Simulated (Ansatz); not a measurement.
C4H13GeO4 (SMILES C[O][Ge]([O]C)([O]C)[OH+]C), charge +1, singlet, at a GFN2-xTB geometry; B3LYP/STO-3G (Ansatz, an electronic-structure program).

The Ansatz input:
Ansatz 0.2 input:
```yaml
crystal:
  periodic: [false, false, false]
  atoms:
    - {symbol: C, position_ang: [-0.75620268, -2.50483617, -1.20143842]}
    - {symbol: O, position_ang: [-0.95334582, -1.08997745, -1.03444592]}
    - {symbol: Ge, position_ang: [-0.32909205, 0.00118549, 0.09541012]}
    - {symbol: O, position_ang: [-0.95500586, 1.57969193, 0.07785395]}
    - {symbol: C, position_ang: [-1.86900847, 2.20468459, -0.84331554]}
    - {symbol: O, position_ang: [0.28405423, -0.64292465, 1.54255969]}
    - {symbol: C, position_ang: [0.65325676, -0.00260192, 2.77596223]}
    - {symbol: O, position_ang: [1.61520807, 0.52232176, -0.88719819]}
    - {symbol: C, position_ang: [2.88630068, -0.11788913, -0.70072773]}
    - {symbol: H, position_ang: [-0.71766171, -3.02522900, -0.24582214]}
    - {symbol: H, position_ang: [-1.61859105, -2.84714657, -1.77322782]}
    - {symbol: H, position_ang: [0.15773761, -2.68950665, -1.76401873]}
    - {symbol: H, position_ang: [-2.13086936, 3.15352902, -0.37542129]}
    - {symbol: H, position_ang: [-2.76525717, 1.60348615, -0.98544268]}
    - {symbol: H, position_ang: [-1.39107970, 2.38253616, -1.80520031]}
    - {symbol: H, position_ang: [1.62201652, 0.48523853, 2.67803386]}
    - {symbol: H, position_ang: [-0.09450780, 0.72212117, 3.09352047]}
    - {symbol: H, position_ang: [0.71661317, -0.81006239, 3.50527449]}
    - {symbol: H, position_ang: [1.74994974, 1.42969825, -1.19206434]}
    - {symbol: H, position_ang: [3.51951176, 0.46469577, -0.03119127]}
    - {symbol: H, position_ang: [2.69633838, -1.09508651, -0.26144085]}
    - {symbol: H, position_ang: [3.37338232, -0.24124648, -1.66916233]}
basis:
  gaussian:
    orbitals: STO-3G
hamiltonian:
  xc: b3lyp
total_charge: 1
accuracy: high
```

Problem. What does Ansatz print? Leave out banner, timings and long lists.

Solution. 
```
Functional definition: B3LYP
1522 factors; integrals over basis functions are off by at most 6.5e-9 eV
mean field evaluation 1: about -68232.0416 eV, gradient 7.0e1 eV
mean field evaluation 2: about -68229.3785 eV, gradient 6.8e1 eV
mean field evaluation 4: about -68245.1774 eV, gradient 5.5e0 eV
mean field evaluation 8: about -68245.1913 eV, gradient 3.1e-1 eV
mean field evaluation 16: about -68245.1918 eV, gradient 5.2e-5 eV
mean field -68245.19176973 eV, -2507.9645392852 hartree, gradient 4.6e-8 eV, S^2 0.000000; 0 other end points of the search recorded, 0 dependent functions left out
reference -68245.19182577 eV, -2507.9645413447 hartree; 50, 50 occupied and 21, 21 virtual orbitals, 1522 factors
Total energy: -68245.19182577 eV, -2507.9645413447 hartree
```
